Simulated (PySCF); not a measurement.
Q: Write Cartesian coordinates for chlorobenzene (`Clc1ccccc1`) as optimised with BHandHLYP/6-31+G*.

A: 
```
atom  x, y, z in Å
Cl1    4.142    0.456    0.021
C2     2.405    0.315    0.024
C3     1.631    1.464    0.045
C4     0.248    1.346    0.047
C5    -0.349    0.093    0.028
C6     0.441   -1.047    0.007
C7     1.825   -0.943    0.005
H8     2.103    2.432    0.059
H9    -0.359    2.236    0.063
H10   -1.424    0.007    0.029
H11   -0.016   -2.023   -0.008
H12    2.446   -1.822   -0.011
```

Any rigid rotation of these coordinates is as good. Atoms count from 1 in this order. All 6 C–C bonds measure 1.385 to 1.388 Å. The 7 heavy atoms lie in one plane (0.000 Å rms). The 6-membered ring C2–C3–C4–C5–C6–C7 has internal angles of 119.1° to 121.3° (sum 720°, against 720° for a flat polygon); it is planar, 0.00 Å rms from its mean plane, widest ring torsion 0°.

Bonds between heavy atoms (Å): Cl1–C2 1.743, C2–C3 1.385, C3–C4 1.388, C4–C5 1.388, C5–C6 1.388, C6–C7 1.388, C2–C7 1.386.

Computed, not measured: BHandHLYP/6-31+G* geometry optimisation, gas phase (PySCF).

Point group: C2v (tolerance 0.08 Å). No BHandHLYP/6-31+G* frequencies stand behind this structure, so it isn't proved a minimum.
